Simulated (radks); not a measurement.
The numbers below are computed, except where a source is named.
P-, configuration [Ne] 3s2 3p4. Level of theory: non-relativistic Kohn-Sham, LDA (Slater exchange, VWN5 correlation), spin-polarised, spherical densities, point nucleus; open shells are filled with parallel spins first; hard spherical wall at 2.5 bohr (a radial shooting solver on a logarithmic mesh with Libxc functionals).

Normalised radial functions P(r) = r R(r), r in bohr:

r         2p down
0.008602   0.0072
0.009545   0.0088
0.01059    0.0108
0.01185    0.0134
0.01315    0.0163
0.01459    0.0199
0.01618    0.0242
0.01796    0.0294
0.01993    0.0356
0.02211    0.0432
0.02453    0.0522
0.02744    0.0640
0.03045    0.0771
0.03379    0.0926
0.03749    0.1111
0.0416     0.1328
0.04616    0.1582
0.05122    0.1879
0.05683    0.2224
0.06356    0.2654
0.07053    0.3112
0.07826    0.3633
0.08684    0.4217
0.09636    0.4867
0.1069     0.5581
0.1186     0.6355
0.1316     0.7182
0.1472     0.8118
0.1634     0.9011
0.1813     0.9905
0.2011     1.0774
0.2232     1.1585
0.2477     1.2305
0.2748     1.2896
0.3049     1.3325
0.3411     1.3568
0.3784     1.3564
0.4199     1.3324
0.4659     1.2844
0.517      1.2135
0.5737     1.1221
0.6365     1.0138
0.7063     0.8935
0.79       0.7569
0.8766     0.6299
0.9727     0.5084
1.079      0.3972
1.198      0.2996
1.329      0.2176
1.474      0.1517
1.636      0.1009
1.83       0.0608
2.031      0.0345
2.253      0.0155
2.5        0.0000

2p down: eigenvalue -75.620 eV, 0 radial nodes, <r> = 0.500 bohr, 90 % of the charge inside 0.842 bohr.
